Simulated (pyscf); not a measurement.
O=Cr(=O)(OH)–F (SMILES [O]=[Cr](=[O])([OH])[F]), singlet

Gas-phase minimum from PySCF at ωB97X-D3(BJ)/def2-SVP, one conformer. 

```xyz
6

O      0.7219    -1.1177    -1.0729
Cr     0.4337     0.2373    -0.4398
O      0.4886     1.3218    -1.5112
O     -1.1335     0.1908     0.2621
F      1.5917     0.5793     0.7554
H     -1.6489     1.0113     0.2244
```

Bond lengths (Å): O1–Cr2 1.523, Cr2–O3 1.525, Cr2–O4 1.718, Cr2–F5 1.699, O4–H6 0.970. Angles (°): O1–Cr2–O3 109.5, O1–Cr2–O4 108.6, O1–Cr2–F5 110.0, O3–Cr2–O4 109.8, O3–Cr2–F5 109.1, O4–Cr2–F5 109.9, Cr2–O4–H6 116.5.

Properties at ωB97X-D3(BJ)/def2-SVP:

| Item | Value |
|---|---|
| Harmonic wavenumbers, unscaled | 245, 294, 315, 340, 395, 445, 775, 783, 833, 1199, 1207, 3851 cm⁻¹ |
| Zero-point energy | 15.3 kcal/mol |
| Rotational symmetry number | 1 |
| Entropy of this conformer at 298 K and 1 atm, rigid rotor and harmonic oscillator, modes under 100 cm⁻¹ raised to 100 | 311.4 J/(mol K) |
| Dipole moment | 2.39 D |

Single-point totals, which compare only within one level:

```json
[
 {"level": "ωB97X-D3(BJ)/def2-TZVP", "total energy (hartree)": "-1370.77511"},
 {"level": "PBE/def2-TZVP", "total energy (hartree)": "-1370.33924"},
 {"level": "r²SCAN/def2-TZVP", "total energy (hartree)": "-1370.69101"},
 {"level": "B3LYP-D3(BJ)/def2-TZVP", "total energy (hartree)": "-1370.83812"},
 {"level": "PBE0-D3(BJ)/def2-TZVP", "total energy (hartree)": "-1370.24742"},
 {"level": "M06-2X/def2-TZVP", "total energy (hartree)": "-1370.53759"},
 {"level": "ωB97M-D3(BJ)/def2-TZVP", "total energy (hartree)": "-1370.86465"}
]
```
